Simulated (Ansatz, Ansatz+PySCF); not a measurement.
```xyz
3

H     0.0167   -0.0469   -1.3340
Be    0.0020    0.0104   -0.0489
H    -0.0145    0.0393    1.3664
```

Basis set: def2-SVP (spherical functions). All electrons are correlated. Charge 0, multiplicity 1.

Computed with Ansatz (development build ahead of 0.2.0); each method stands on the lowest determinant of its kind that the runs found. Restricted open shells among the atoms or ions are ROHF, correlated in semicanonical orbitals with singles. Restricted functionals stand beside restricted open-shell atoms, which can lie above the unrestricted atoms usual in DFT and then raise those values.

The atomization energy at this shape (free ground-state atoms in the same class of orbitals less the molecule, no zero-point energy) of singlet BeH₂:

| method | atomization energy |
| --- | --- |
| ωB97X (unrestricted) | 6.56 eV |
| r²SCAN (restricted) | 6.57 eV |
| PBE0 (restricted) | 6.36 eV |
| PBE (restricted) | 6.33 eV |
| RHF-CCSD(T) | 5.79 eV |
| RHF-MP2 | 5.99 eV |
| RHF | 5.41 eV |

What does UHF-MP2 give?

6.09 eV.
